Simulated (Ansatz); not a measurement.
Input for Ansatz (an electronic-structure program): R-RI-MP2/aug-cc-pVTZ on Ge2H8 (a complex), monomers drawn apart or pushed together. Files ending in .json are basis or fitting sets from the Basis Set Exchange. The run froze 28 orbitals, filled d shells among them.

Ansatz 0.2 input:
```yaml
crystal:
  periodic: [false, false, false]
  atoms:
    - {symbol: Ge, position_ang: [0.12721440, -0.06567561, 0.38920267]}
    - {symbol: H, position_ang: [0.50711535, 0.36237339, -1.03629169]}
    - {symbol: H, position_ang: [1.20839491, -0.99935054, 0.95173922]}
    - {symbol: H, position_ang: [-1.22211318, -0.79753565, 0.36392592]}
    - {symbol: H, position_ang: [0.01642066, 1.17908033, 1.28262354]}
    - {symbol: Ge, position_ang: [-0.32986888, 0.17014484, 7.80785827]}
    - {symbol: H, position_ang: [1.14446755, 0.35570130, 7.42268820]}
    - {symbol: H, position_ang: [-0.98131615, -0.84235032, 6.85396951]}
    - {symbol: H, position_ang: [-1.06238830, 1.51530378, 7.70139040]}
    - {symbol: H, position_ang: [-0.42401719, -0.35401753, 9.24884651]}
basis:
  gaussian:
    orbitals: aug-cc-pVTZ
    fitting: {mean_field: def2-universal-JKFIT, correlation: aug-cc-pVTZ-RIFIT.json}
magnetization: {spin_polarized: false}
correlation: {method: mp2, electrons: outside_noble_gas}
scf: {lower_state_search: off}
```

The log:

```
WARN ansatz: RAYON_NUM_THREADS=1 ignored (pool sized by the plan → 1); use --threads N
Functional definition: HF
these checks for a lower state are left out or cut short: stability, starts, cluster_reference, orbital_swaps, neighbouring_geometries, increment
integrals: 0.41 GiB planned
676 factors; integrals over basis functions are off by at most 1.2e0 eV
mean field: 0.74 GiB planned
mean field evaluation 1: about -113074.0884 eV, gradient 1.4e1 eV
mean field evaluation 2: about -113075.0791 eV, gradient 4.1e0 eV
mean field evaluation 4: about -113075.1816 eV, gradient 2.5e-1 eV
mean field -113075.18230191 eV, -4155.4363044839 hartree, gradient 4.8e-6 eV, S^2 0.000000; 0 other end points of the search recorded, 0 dependent functions left out
28 core orbitals not correlated
750 factors; their error is unknown
reference -113075.18230191 eV, -4155.4363044839 hartree; 8, 8 occupied and 266, 266 virtual orbitals, 750 factors
second order -7.68097014 eV of doubles, -0.00000000 eV of singles
Total energy: -113082.86327206 eV, -4155.7185749303 hartree
Checks for a lower state left out: stability, starts, cluster_reference, orbital_swaps, neighbouring_geometries, increment
```

The calculation finished and met its thresholds.

Cost: roughly 4 core-seconds.
